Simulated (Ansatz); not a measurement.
Reaction (redistribution): `C=C[SiH2][SiH](O)O` + `O[SiH2]C[SiH2]S` → `O[SiH2]C[SiH](O)O` + `C=C[SiH2][SiH2]S`

Isolated molecules relaxed with PBE0-D4/def2-TZVP in Ansatz; ΔE leaves out vibrations. CCSD(T)/CBS adds triple-zeta CCSD(T) − MP2 to the extrapolated MP2 energy (def2 sets, frozen cores). DFT in def2-TZVPP. B3LYP here is the variant with VWN-RPA as its local correlation; programs differ in this. Each species was taken in one conformer, which may not be the lowest.

(1) Is it downhill or uphill in electronic energy at CCSD(T)/CBS, and by how much? (Best estimate.)

(2) What do these levels give: PBE0-D4, B3LYP-D4, PBE, CCSD/def2-TZVPP, MP2/def2-QZVPP, SCS-MP2/def2-QZVPP? (Best estimate.)

Largest T1 diagnostic among the species: 0.013.

Answers

(1) Ansatz gave: Downhill: ΔE = -33.3 kJ/mol.

(2) The calculation gave: PBE0-D4 -35.5, B3LYP-D4 -34.2, PBE -30.9, CCSD/def2-TZVPP -30.9, MP2/def2-QZVPP -34.6, SCS-MP2/def2-QZVPP -30.5 kJ/mol.

In def2-TZVPP, CCSD(T) changes the Hartree–Fock value by −9.1 kJ/mol (the triples alone add −1.6 kJ/mol) and MP2 by −11.0 kJ/mol. The D4 term adds −6.0 kJ/mol with B3LYP and −3.2 kJ/mol with PBE0; it sums over pairs of atoms, weighted by their polarisabilities, and B3LYP, whose exchange is more repulsive, gets the larger term.
